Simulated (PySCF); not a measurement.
# Ta²⁺ (tantalum, charge +2) across methods

[Xe] 4f14 5d3, high-spin 4F determinant. Computed with PySCF 2.14 in def2-QZVPPD with the def2 core potential (60 electrons) (7s6p4d3f2g, 84 functions), with a scalar-relativistic core potential.

```json
{"method": "UHF", "E (hartree)": "-55.56364", "mean ε 5p α (eV)": "-64.271", "mean ε 5p β (eV)": "-59.537", "mean ε 5d α (eV)": "-24.024", "Σ⟨r²⟩ (bohr²)": "28.25", "⟨S²⟩": "3.755"}
{"method": "BP86", "E (hartree)": "-56.0869", "mean ε 5p α (eV)": "-54.103", "mean ε 5p β (eV)": "-52.411", "mean ε 5d α (eV)": "-19.389", "Σ⟨r²⟩ (bohr²)": "28.49", "⟨S²⟩": "3.751"}
{"method": "LDA", "E (hartree)": "-55.8421", "mean ε 5p α (eV)": "-53.989", "mean ε 5p β (eV)": "-52.237", "mean ε 5d α (eV)": "-19.310", "Σ⟨r²⟩ (bohr²)": "28.76", "⟨S²⟩": "3.750"}
{"method": "PBE", "E (hartree)": "-56.0269", "mean ε 5p α (eV)": "-54.033", "mean ε 5p β (eV)": "-52.236", "mean ε 5d α (eV)": "-19.330", "Σ⟨r²⟩ (bohr²)": "28.54", "⟨S²⟩": "3.751"}
{"method": "M06-L", "E (hartree)": "-56.0511", "mean ε 5p α (eV)": "-54.809", "mean ε 5p β (eV)": "-52.658", "mean ε 5d α (eV)": "-19.116", "Σ⟨r²⟩ (bohr²)": "28.06", "⟨S²⟩": "3.751"}
{"method": "BLYP", "E (hartree)": "-55.9923", "mean ε 5p α (eV)": "-53.916", "mean ε 5p β (eV)": "-52.204", "mean ε 5d α (eV)": "-19.122", "Σ⟨r²⟩ (bohr²)": "28.61", "⟨S²⟩": "3.751"}
{"method": "PBE0", "E (hartree)": "-56.0077", "mean ε 5p α (eV)": "-56.804", "mean ε 5p β (eV)": "-54.347", "mean ε 5d α (eV)": "-20.655", "Σ⟨r²⟩ (bohr²)": "28.36", "⟨S²⟩": "3.751"}
{"method": "r2SCAN", "E (hartree)": "-56.0435", "mean ε 5p α (eV)": "-55.154", "mean ε 5p β (eV)": "-52.870", "mean ε 5d α (eV)": "-19.580", "Σ⟨r²⟩ (bohr²)": "28.27", "⟨S²⟩": "3.752"}
{"method": "M06", "E (hartree)": "-55.9690", "mean ε 5p α (eV)": "-56.282", "mean ε 5p β (eV)": "-54.314", "mean ε 5d α (eV)": "-20.259", "Σ⟨r²⟩ (bohr²)": "28.46", "⟨S²⟩": "3.750"}
```

Energies and moments cover only the electrons outside the core potential. Spin-orbit coupling, absent here, splits the open shell strongly.
